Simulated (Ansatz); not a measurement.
Molecule: ReO (charge 0, sextet). SMILES: [O]=[Re]

Atoms: Re1, O2. Bonds: Re1-O2.

Bond lengths (Å) and angles (degrees) optimised at PBE/6-31G* with LANL2DZ past Ar with Ansatz (a quantum-chemistry and plane-wave program); B3LYP/LANL2DZ with Ansatz; B3LYP/6-31G* with LANL2DZ past Ar with Ansatz; MP2/6-31G* with LANL2DZ past Ar with Ansatz, each started from the B3LYP-D3(BJ)/def2-TZVP structure (Ansatz) of the last column. A row stands for all coordinates that are equal there. 6-31G* holds six Cartesian d functions.

```csv
coordinate,PBE/6-31G* with LANL2DZ past Ar,B3LYP/LANL2DZ,B3LYP/6-31G* with LANL2DZ past Ar,MP2/6-31G* with LANL2DZ past Ar,B3LYP-D3(BJ)/def2-TZVP
Re1-O2,1.748,1.771,1.745,1.701,1.745
```

Mean signed difference of all 1 bond lengths from B3LYP-D3(BJ)/def2-TZVP: PBE/6-31G* with LANL2DZ past Ar 0.002 Å, B3LYP/LANL2DZ 0.026 Å, B3LYP/6-31G* with LANL2DZ past Ar 0.000 Å, MP2/6-31G* with LANL2DZ past Ar -0.044 Å.
